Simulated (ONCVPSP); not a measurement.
## Transferability test, ONCV potential for vanadium (V)

V, optimised norm-conserving Vanderbilt (ONCV), made with ONCVPSP 4.0.1 (LDA (Perdew-Wang 92), scalar-relativistic). Core [Ne], reference 3s2 3p6 3d3.5 4s1.5. Waves: 3s+4s: rc 1.55 bohr, ncon 3, nbas 7, qcut 5.9 1/bohr, 2 projectors; 3p: rc 1.65 bohr, ncon 4, nbas 8, qcut 8.9 1/bohr, 2 projectors, debl 0.8 Ha; 3d: rc 1.95 bohr, ncon 5, nbas 10, qcut 9.8 1/bohr, 1 projector. Local part: polynomial inside 1.00 bohr (lpopt 5, dvloc0 0 Ha). Core correction: polynomial model core, fcfact 0.2.

In the p channel the program set the typed energies aside and used -1.543, 0.250 Ha.

Energies are relative to the spin-unpolarised reference configuration 3s2 3p6 3d3.5 4s1.5; without spin polarisation the order of configurations can differ from experiment.

Problem. Give the all-electron excitation energy and the error of the potential for: 3s2 3p6 3d3 4s2; 3s2 3p6 3d3 4s1; 3s2 3p6 3d3 4s0; 3s2 3p6 3d2 4s2 4p1.

Solution.

| valence configuration | charge | ΔE all-electron (eV) | error AE − PS (meV) |
| --- | --- | --- | --- |
| 3s2 3p6 3d3 4s2 | 0 | -0.024 | +4.9 |
| 3s2 3p6 3d3 4s1 | +1 | 7.910 | +0.7 |
| 3s2 3p6 3d3 4s0 | +2 | 22.449 | -5.3 |
| 3s2 3p6 3d2 4s2 4p1 | 0 | 5.895 | +85 |
